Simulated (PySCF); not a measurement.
# Structure from NMR data

Molecular formula: C₄H₄FNO. Simulated spectra:

$^{1}$H NMR (500 MHz, computed): δ 5.78 (ddd, J = 77.1, 5.2, 2.5 Hz, 1H), 4.71 (ddd, J = 10.5, 9.0, 5.3 Hz, 1H), 3.06 (m, 1H), 2.71 (m, 1H).

$^{13}$C{$^{1}$H} NMR (computed): δ 122.3 (C), 111.9 (CH, d, J = 318.3 Hz), 61.4 (CH, d, J = 4.5 Hz), 37.3 (CH2, d, J = 26.3 Hz).

No relativistic terms, no solvent, single conformer. Couplings computed with B3LYP/pcJ-1 (spin–dipole term only in couplings to heteroatoms); shieldings: GIAO PBE0/pcSseg-1; coordinates at the PBE0-D3(BJ)/def2-SVP level; PySCF.

Shifts are taken against calculated references (same method and geometry level): TMS for $^{1}$H (σ = 31.27 ppm) and $^{13}$C (σ = 184.41 ppm).

Problem. Propose a structure and justify it.

Solution. 
- Rings plus π bonds: 3 (1 ring in the answer).
- 4 carbon signals for 4 carbons: no two carbons are equivalent.
- Carbon types of the structure: 1 × C, 2 × CH, 1 × CH2, which accounts for all hydrogens.
- δC 122.3: nitrile carbon; C≡N carbons fall here, among the sp2 signals but without a proton.
- δC 111.9: sp3 CH bonded to F and O; 2 electronegative neighbours deshield it.
- δC 61.4: sp3 CH bonded to O, α to a nitrile; the inductive effect lowers its shielding.
- δC 37.3: sp3 CH2 in a ring; a saturated carbon with 2 carbon neighbours and no heteroatom attached.
- δH 5.78: hydrogen on an sp3 CH bonded to F and O; its carbon carries F and O, which withdraws density.
- δH 4.71: hydrogen on an sp3 CH bonded to O, α to a nitrile; its carbon carries O, an electronegative neighbour.
- δH 3.06, 2.71: hydrogen on an sp3 CH2 in a ring.

These data were computed for SMILES N#C[C@@H]1C[C@H](F)O1.

The shifts were computed for this structure.

C–F couplings over four or more bonds (about 3 Hz to the para carbon of a fluoroarene) are left out. Common functionals overestimate the size of one-bond C–F couplings by tens of Hz; these are unscaled. Multiplet labels drop couplings under 1 Hz and merge nearly equal ones. Unscaled 3J(H,H) at this level run about 10 % above measured values. Shifts are as computed. Against solution values, carbons near 30 ppm lie about +2 ppm off and those near 130 ppm about +5 ppm. Of 1211 compounds with measured shifts, 218 miss one by over three times the rms of a fit or turn the order of signals round; such compounds aren't used in these exercises. Only one conformer was computed, so three-bond couplings in flexible chains and rings are approximate.
